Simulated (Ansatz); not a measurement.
The cluster Pd4H3. Charge 0, multiplicity 2. Geometry B3LYP-D4/def2-SVP.

Cartesian coordinates in Å:
```
Pd -0.355 -1.651 1.810
Pd 0.818 0.638 1.366
Pd -0.108 -0.667 -0.794
Pd -0.016 2.115 -1.004
H -0.429 1.021 0.187
H 0.002 -2.122 0.272
H 0.088 0.666 -1.838
```

In the def2 sets Pd takes a core potential, while STO-3G treats all electrons; there is no spin–orbit coupling. At HF/STO-3G, BHLYP-D4/def2-TZVP the charge 0 doublet is spin-contaminated (final ⟨S²⟩ up to 5.50, 0.75 for a pure state). Another isomer (doublet) lies 0.34 eV lower at LDA (SPW92)/def2-TZVP; other spin states weren't run for this one.

Question: Estimate the α-spin orbital energies around the gap (eV) in Ansatz with HF/STO-3G, LDA (SPW92)/def2-TZVP, PBE-D4/def2-SVP, PBE-D4/def2-TZVP, BHLYP-D4/def2-TZVP.

Answer: 
```tsv
orbital	HF/STO-3G	LDA (SPW92)/def2-TZVP	PBE-D4/def2-SVP	PBE-D4/def2-TZVP	BHLYP-D4/def2-TZVP
HOMO−9	-10.81	-5.73	-5.40	-5.40	-8.15
HOMO−8	-10.71	-5.70	-5.40	-5.40	-8.02
HOMO−7	-10.43	-5.62	-5.30	-5.31	-7.97
HOMO−6	-10.14	-5.58	-5.27	-5.27	-7.91
HOMO−5	-9.74	-5.43	-5.15	-5.15	-7.90
HOMO−4	-9.66	-5.39	-5.09	-5.09	-7.81
HOMO−3	-9.48	-5.38	-5.08	-5.08	-7.74
HOMO−2	-7.57	-5.25	-4.99	-5.00	-7.54
HOMO−1	-5.26	-5.17	-4.89	-4.90	-7.35
HOMO	-3.69	-5.07	-4.77	-4.78	-6.43
LUMO	3.67	-3.89	-3.54	-3.56	-1.84
LUMO+1	3.86	-2.83	-2.53	-2.56	-0.86
LUMO+2	4.88	-2.73	-2.42	-2.44	-0.74
LUMO+3	5.40	-2.45	-2.15	-2.18	-0.64
LUMO+4	5.69	-1.13	-0.86	-0.90	0.52
LUMO+5	6.03	-0.76	-0.51	-0.56	0.81
β HOMO	-3.69	-4.95	-4.67	-4.67	-6.61
β LUMO	3.26	-4.79	-4.39	-4.39	-1.83
```
